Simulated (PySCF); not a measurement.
Ionisation energy of Ce²⁺ by level of theory

Ce²⁺ [Xe] 4f2 (high-spin determinant) → Ce³⁺ [Xe] 4f1 (2F), as a difference of total energies. All numbers are calculated (PySCF 2.14, the spin-free X2C one-electron Hamiltonian (Gaussian nucleus), in cc-pVDZ-X2C). Correlated levels: valence: [Kr] 4d10 frozen. The calculations carry no spin-orbit coupling.

| method | ionisation energy (eV) | plus first-order spin-orbit estimate | difference from reference of that sum (eV) |
| --- | --- | --- | --- |
| UHF | 18.030 | 18.090 | -2.107 |
| MP2 (valence) | 19.000 | 19.060 | -1.137 |
| SCS-MP2 (valence) | 18.811 | 18.870 | -1.327 |
| CCSD (valence) | 19.021 | 19.081 | -1.116 |
| CCSD(T) (valence) | 19.091 | 19.151 | -1.046 |

Reference: 20.197 eV (semi-empirical (NIST evaluation); NIST Atomic Spectra Database, ionization energies).

A first-order spin-orbit estimate (lowest level to lowest level, LS coupling) adds 0.059 eV.

Errors of the correlated levels include the incompleteness of this basis and the frozen core.

The determinant of Ce²⁺ mixes LS terms, which raises its energy above the lowest term, most at the Hartree-Fock and MP2 levels.
